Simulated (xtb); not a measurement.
GeF2, SMILES [F][Ge][F] (connectivity only; charge and spin as stated), neutral, multiplicity 1. All values are semi-empirical tight-binding results from xtb (GFN2-xTB unless named), good for trends rather than for accurate numbers. Geometry: GFN2-xTB. The isomer is the one that the SMILES or the coordinates give; other isomers of the formula were not compared.

Optimised geometry:

Bonds (Å): Ge1–F2 1.798, Ge1–F3 1.798. Angles (°): F2–Ge1–F3 94.5.

For metal compounds this method's bond lengths and energies can be far off.

Computed properties:
```yaml
point_group_as_xtb_finds_it: C2v
orbital_gap: 4.97 eV
zero_point_energy: 1.5 kcal/mol
G − E(el) at 298.15 K (modified RRHO): -15.2 kcal/mol
```

Task: Give the atomic charges and the Wiberg bond orders between heavy atoms. (An estimate is asked for; the answer gives what the named calculation found.)

Result: charges (e) Ge1 0.55, F2 -0.27, F3 -0.27. Bond orders Ge1–F2 1.23, Ge1–F3 1.23.
